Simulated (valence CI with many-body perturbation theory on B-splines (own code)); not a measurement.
Hyperfine factors and g values of As XXI

Computed by configuration interaction combined with many-body perturbation theory (CI+MBPT): three valence electrons over a frozen Dirac-Fock core [Ne], radial functions for each j: 11 s, 11 p, 9 d, 7 f, 5 g, 2 h, 1 i, with the one-electron correlation potential Σ1 (screened to all orders), the two-electron term Σ2, the three-electron term Σ3, Breit, model QED; selected single and double excitations, second order for the rest (own B-spline code, finite nucleus).

No measured spectrum was set against this ion. As an estimate, levels of excited configurations hold to 0.05 to 0.15 % of their energy, terms of the ground configuration to about 0.5 %.

A/g_I is the dipole constant over the nuclear g factor μ/I (μ in nuclear magnetons, uniformly magnetised nucleus), B/Q the quadrupole constant per barn. Both hold the static response of the core; the bare values leave it out. Large factors of s and p1/2 electrons are usually good to 5 to 10 %; those of open d and f shells near neutrality can be off by tens of per cent, and small factors of p3/2, d and f electrons come from cancelling terms and can be off by a factor of two or in sign, in half-filled shells by more. B is blank for J = 1/2, where it vanishes, and for nearly pure S terms. Energies count from the lowest level.

Names give the largest LS component (configuration and term), which can be under half, so a name can repeat, a term be missing and a line seem to break the LS rules; names also repeat where a configuration has a term twice. Letters in brackets count levels of one name in rising energy.

```
               Level  E (cm⁻¹)      g  A/g_I (MHz)  A/g_I bare  B/Q (MHz/b)  B/Q bare
      3s2 3p 2P°_1/2         0  0.663        65000       62300                       
      3s2 3p 2P°_3/2     63587  1.332        12500       12400        22100     21400
       3s 3p2 4P_1/2    351920  2.625       136000      132000                       
       3s 3p2 4P_3/2    383180  1.723        54800       53100        18100     17500
       3s 3p2 4P_5/2    410110  1.552        58200       56300       -15900    -15400
       3s 3p2 2D_3/2    483400  0.823        -8350       -7670        26700     25900
       3s 3p2 2D_5/2    499470  1.245        52500       50500        33500     32500
       3s 3p2 2P_1/2    561080  1.305        73300       70200                       
       3s 3p2 2S_1/2    624570  1.402       156000      149000                       
       3s 3p2 2P_3/2    636340  1.311       -14000      -12500       -21200    -20500
       3s2 3d 2D_3/2    720420  0.804         1290        1710         6590      6640
       3s2 3d 2D_5/2    728990  1.199         9130        9170         9130      9220
         3p3 2D°_3/2    895610  1.107         6030        6250        15000     14600
         3p3 2D°_5/2    922100  1.197        25500       24900        -7290     -6970
         3p3 4S°_3/2    931040  1.662        -4420       -2690        -5120     -4930
    3s 3p 3d 4F°_3/2    979550  0.430       -20300      -19300         9960      9850
    3s 3p 3d 4F°_5/2    992870  1.039        20500       20000         6560      6600
         3p3 2P°_1/2   1012200  0.664        56700       53900                       
    3s 3p 3d 4F°_7/2   1013200  1.245        30600       29700         9140      9190
         3p3 2P°_3/2   1035600  1.339         8640        9120       -10300     -9940
    3s 3p 3d 4F°_9/2   1045800  1.332        29400       28600        27000     26600
    3s 3p 3d 4P°_5/2   1051200  1.481        34600       33700         8560      8560
    3s 3p 3d 4D°_3/2   1056500  1.351        20500       20300         4910      4810
    3s 3p 3d 4D°_1/2   1058100  0.248       -68100      -64800                       
    3s 3p 3d 4D°_7/2   1094700  1.414        35200       34300       -10600    -10100
    3s 3p 3d 4D°_5/2   1095800  1.373        33700       32900        -7020     -6870
    3s 3p 3d 4P°_3/2   1097800  1.487        36700       35900        -6260     -6250
    3s 3p 3d 4P°_1/2   1097900  2.424       114000      110000                       
3s 3p 3d 2D°_3/2 [a]   1112300  0.891       -14700      -13700        -9950     -9500
3s 3p 3d 2D°_5/2 [a]   1113100  1.174        32400       31400        -5540     -5120
3s 3p 3d 2F°_5/2 [a]   1135600  0.986        26300       25400        12700     12500
3s 3p 3d 2F°_7/2 [a]   1180500  1.142         3180        3560        26900     26400
3s 3p 3d 2P°_3/2 [a]   1221100  1.206        15700       15500         3710      3760
3s 3p 3d 2F°_7/2 [b]   1251600  1.146        28900       27900        26100     25600
3s 3p 3d 2P°_1/2 [a]   1253300  0.661       -63700      -60400                       
3s 3p 3d 2F°_5/2 [b]   1257900  0.874       -12800      -11800        22300     21900
3s 3p 3d 2P°_1/2 [b]   1280700  0.660        20200       19600                       
3s 3p 3d 2D°_3/2 [b]   1287100  1.047        40300       38600        -3200     -2900
3s 3p 3d 2D°_5/2 [b]   1292900  1.178        -8510       -7460       -15000    -14300
3s 3p 3d 2P°_3/2 [b]   1294200  1.201          995        1690        -8570     -8260
```

Task: Take the isotope of mass number 75, with I = 3/2, μ = 1.4383 μN and Q = 0.311 b. What is the hyperfine structure of 3s 3p2 4P_3/2?

Result: From the table A = 52500 MHz, B = 5610 MHz. Shifts from the centre of gravity in MHz: F = 0: -190000, F = 1: -143000, F = 2: -43600, F = 3: 120000.
